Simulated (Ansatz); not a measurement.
System: sum formula BN$_{2}$H$_{4}$ (charge 0, doublet). It need not be the lowest isomer of its formula. 
Structure (B3LYP-D3(BJ)/def2-TZVP (Ansatz, a first-principles code) minimum search):
SMILES: [NH]BN
```xyz
7

B     -0.1435    -0.3636     0.2469
N     -1.1707     0.6237     0.1717
N      1.1428    -0.1944    -0.2785
H     -0.3899    -1.3571     0.8802
H     -1.9881     0.4310    -0.4035
H      1.4201     0.6152    -0.8080
H      1.8705    -0.8759    -0.1555
```
Charge 0, spin multiplicity 2.

Basis-set convergence of Hartree-Fock and CCSD(T) correlation energies (hartree) with Ansatz. Correlated levels leave the core frozen unless marked. Open shells are spin-unrestricted. Spin-orbit coupling is left out. Non-relativistic.

```json
[
 {"basis": "cc-pVDZ", "functions": "-", "E(HF)": "-135.94604", "E(corr, CCSD(T))": "-0.43550"},
 {"basis": "cc-pVTZ", "functions": "146", "E(HF)": "…", "E(corr, CCSD(T))": "…"}
]
```

### Question
What belongs in the gaps?

### Answer

- cc-pVTZ, E(HF): -135.98940
- cc-pVTZ, E(corr, CCSD(T)): -0.53648
